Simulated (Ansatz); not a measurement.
Born–Oppenheimer molecular dynamics of F4Ge (5 atoms, charge 0, multiplicity 1). It starts from a relaxed structure.

The calculation used RKS r2SCAN/def2-SVP in Ansatz.

```yaml
ensemble: NVE (velocity Verlet)
time_step: 2 fs
steps_asked: 150
starting_velocities_drawn_for: 100 K
seed: 382075
```

Frames 4 fs apart, positions in Å.

Velocities at 240 fs (Å/ps):

```
Ge -0.15 0.41 0.14
F -0.45 -0.36 -1.40
F -1.54 -1.42 -0.27
F 0.41 0.16 0.59
F 2.18 0.05 0.56
```

```xyz
5
Properties=species:S:1:pos:R:3 time_fs=240 energy_less_start_eV=0.026 T=33
Ge 0.002 -0.006 -0.005
F 0.011 0.000 1.700
F 1.603 0.029 -0.547
F -0.789 1.357 -0.567
F -0.830 -1.362 -0.564
5
Properties=species:S:1:pos:R:3 time_fs=244 energy_less_start_eV=0.024 T=39
Ge 0.002 -0.005 -0.004
F 0.009 -0.002 1.694
F 1.598 0.022 -0.549
F -0.790 1.361 -0.566
F -0.822 -1.364 -0.562
5
Properties=species:S:1:pos:R:3 time_fs=248 energy_less_start_eV=0.013 T=66
Ge 0.002 -0.004 -0.001
F 0.007 -0.003 1.690
F 1.597 0.016 -0.553
F -0.794 1.372 -0.567
F -0.816 -1.370 -0.562
5
Properties=species:S:1:pos:R:3 time_fs=252 energy_less_start_eV=0.006 T=85
Ge 0.002 -0.003 0.002
F 0.005 -0.005 1.688
F 1.600 0.009 -0.558
F -0.800 1.386 -0.570
F -0.811 -1.379 -0.564
5
Properties=species:S:1:pos:R:3 time_fs=256 energy_less_start_eV=0.008 T=80
Ge 0.002 -0.001 0.004
F 0.003 -0.007 1.690
F 1.604 0.001 -0.563
F -0.805 1.400 -0.573
F -0.806 -1.390 -0.566
5
Properties=species:S:1:pos:R:3 time_fs=260 energy_less_start_eV=0.015 T=62
Ge 0.001 0.001 0.004
F 0.001 -0.009 1.697
F 1.609 -0.006 -0.569
F -0.810 1.411 -0.574
F -0.801 -1.400 -0.568
5
Properties=species:S:1:pos:R:3 time_fs=264 energy_less_start_eV=0.021 T=48
Ge -0.001 0.004 0.004
F -0.001 -0.011 1.705
F 1.612 -0.013 -0.575
F -0.811 1.417 -0.573
F -0.795 -1.407 -0.568
5
Properties=species:S:1:pos:R:3 time_fs=268 energy_less_start_eV=0.021 T=47
Ge -0.003 0.007 0.002
F -0.004 -0.012 1.713
F 1.612 -0.020 -0.579
F -0.809 1.417 -0.570
F -0.787 -1.411 -0.568
5
Properties=species:S:1:pos:R:3 time_fs=272 energy_less_start_eV=0.018 T=55
Ge -0.005 0.010 -0.001
F -0.006 -0.013 1.718
F 1.608 -0.026 -0.581
F -0.804 1.412 -0.565
F -0.777 -1.410 -0.566
5
Properties=species:S:1:pos:R:3 time_fs=276 energy_less_start_eV=0.016 T=59
Ge -0.006 0.012 -0.003
F -0.008 -0.013 1.718
F 1.601 -0.031 -0.582
F -0.798 1.405 -0.559
F -0.768 -1.407 -0.563
5
Properties=species:S:1:pos:R:3 time_fs=280 energy_less_start_eV=0.019 T=52
Ge -0.007 0.013 -0.004
F -0.011 -0.012 1.713
F 1.592 -0.035 -0.583
F -0.793 1.399 -0.553
F -0.759 -1.402 -0.560
5
Properties=species:S:1:pos:R:3 time_fs=284 energy_less_start_eV=0.024 T=40
Ge -0.007 0.013 -0.003
F -0.013 -0.011 1.704
F 1.583 -0.038 -0.583
F -0.790 1.395 -0.549
F -0.751 -1.398 -0.558
```

Of the whole run (300 fs, mean temperature of the second half 49 K): The conserved energy stayed within 0.11 meV per atom of its start (net change 0.05 meV per atom), so the integration is sound. Over the second half the temperature averaged 0.49 of the 100 K drawn at the start: a run that starts near a minimum puts about half its kinetic energy into the potential. A run of 0.3 ps of so small a system gives no equilibrium averages.

The run took 2 min on 2 threads of AMD EPYC 9R45 96-Core Processor (Zen 5), with other jobs on the host, peak memory 0.17 GiB.
